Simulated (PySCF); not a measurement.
# LiCa: from constants to spectrum

B3LYP constants of LiCa, ²Σ⁺ (doublet), unpaired electrons σ ↑ (PySCF, no relativity, basis sets Li 3-21G, Ca 3-21G; masses 7.0160 and 39.9626 u):

```
ωe            : 174.0 cm⁻¹
ωexe          : 3.14 cm⁻¹
Be            : 0.22658 cm⁻¹
αe            : 0.00429 cm⁻¹
De to Li + Ca : 0.236 eV
```

Q: What force constant and bond length do these constants imply?

A: Reduced mass μred = 5.9682 u; k = 5.8918×10⁻⁷·μred·ωe² (u, cm⁻¹, mdyn/Å) = 0.106 mdyn/Å; Re = √(16.8576/(μred·Be)) (u, cm⁻¹, Å) = 3.531 Å.

Q: Estimate the centrifugal constant D from the Kratzer relation and find the Dunham coefficient a1.

A: D = 4Be³/ωe² = 1.54e-06 cm⁻¹; a1 = −1 − αeωe/(6Be²) = -3.42.

The bond is weak. Basis-set superposition, not corrected here, can be much of De in a small basis, most of all at correlated wavefunction levels. Functionals without a dispersion term scatter widely for such bonds, and LDA overbinds them. 3-21G is very small, so such numbers show the basis as much as the molecule. The state is the lowest determinant that a PBE0 search found; another state may lie lower at other levels.
